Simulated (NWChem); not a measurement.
Species: GeI, doublet; SMILES [Ge][I]

Results from NWChem. Spin-unrestricted. The state is orbitally degenerate and is run as one real component. No stability test was run on the SCF state. def2 effective core potentials on I; no spin-orbit coupling. The level has its own optimisation; frequencies are unscaled.

Question: Predict the results for PBE/def2-SVP. Quantities: r Ge–I (Å); highest harmonic frequency (cm⁻¹); zero-point energy (kcal/mol).

Answer: 
```json
{
 "r Ge–I (Å)": "2.604",
 "highest harmonic frequency (cm⁻¹)": "214",
 "zero-point energy (kcal/mol)": "0.3"
}
```
